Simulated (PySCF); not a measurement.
A structure optimised at PBE-D3(BJ)/def2-TZVP, used in a PySCF frequency run:

```xyz
7

P      1.1749    -0.1158     0.0000
P     -1.0223     0.0041     0.0000
H      1.2218     0.8663     1.0430
H      1.2218     0.8663    -1.0430
H     -1.5511    -0.6699    -1.1237
H     -1.5511    -0.6699     1.1237
H     -1.6291     1.2832     0.0000
```
Charge +1, spin multiplicity 1.

Task: Write its SMILES, formula and point group.

Result: P[PH3+], H₅P₂, Cs

Task: What are its rotational constants (standard atomic weights)?

Result: 55.365, 5.6140, 5.5923 GHz
